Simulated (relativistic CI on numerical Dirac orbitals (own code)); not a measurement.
Method of calculation: Dirac-Coulomb-Breit CI, orbitals from a KLI potential per configuration, QED by a radiative potential, unscaled Slater integrals (own radial code, finite nucleus).

Configurations in the expansion (outside the closed core 1s2): 2s2.2p4, 2s.2p5, 2p6, 2p5.3s, 2p5.3p, 2p5.3d, 2s2.2p3.3s, 2s2.2p3.3p, 2s2.2p3.3d, 2s.2p4.3s, 2s.2p4.3p, 2s.2p4.3d, 2s2.2p3.4s, 2s2.2p3.4p, 2s2.2p3.4d, 2s2.2p3.4f, 2s.2p4.4s, 2s.2p4.4p, 2s.2p4.4d, 2s.2p4.4f, 2s2.2p2.3s2, 2s2.2p2.3s.3p, 2s2.2p3.5s, 2s2.2p3.5p, 2s2.2p3.5d, 2s2.2p3.5f, 2s2.2p3.5g, 2s2.2p2.3s.3d, 2s2.2p2.3p2, 2s2.2p2.3p.3d, 2s.2p3.3s2, 2s2.2p2.3d2, 2s.2p3.3s.3p, 2s.2p3.3s.3d, 2s.2p3.3p2, 2s.2p4.5s. Levels of other configurations are missing.

At this charge energies of transitions that change n are usually good to better than 1 %, and those within a shell (Δn = 0) to a few per cent.

Outline of the computed level scheme of In XLII. Lowest level of each configuration: 2s2.2p4 3P_2 at 0.00 eV; 2s.2p5 3P°_2 at 445.58 eV; 2p6 1S_0 at 968.61 eV; 2s2.2p3.3s 3P°_2 at 3604.75 eV; 2s2.2p3.3p 3P_1 at 3672.09 eV; 2s2.2p3.3d 3D°_2 at 3808.89 eV.

Some strong electric-dipole decays among the lowest 45 levels: 2s2.2p3.3d 3D°_3 → 2s2.2p4 3P_2 (3.0e+14 s⁻¹); 2s2.2p3.3d 3D°_1 → 2s2.2p4 1S_0 (2.2e+14 s⁻¹); 2s2.2p3.3s 1D°_2 → 2s2.2p4 3P_2 (8.3e+13 s⁻¹); 2s2.2p3.3s 1D°_2 → 2s2.2p4 3P_2 (7.5e+13 s⁻¹); 2s2.2p3.3s 3D°_3 → 2s2.2p4 3P_2 (6.2e+13 s⁻¹); 2s2.2p3.3s 3S°_1 → 2s2.2p4 3P_2 (5.0e+13 s⁻¹); 2s2.2p3.3s 1P°_1 → 2s2.2p4 3P_2 (2.9e+13 s⁻¹); 2s2.2p3.3s 5S°_2 → 2s2.2p4 3P_2 (2.4e+13 s⁻¹).

LS names give the leading component of a level, which can be under half, so a name can repeat, a term be missing and a line seem to break the LS rules.
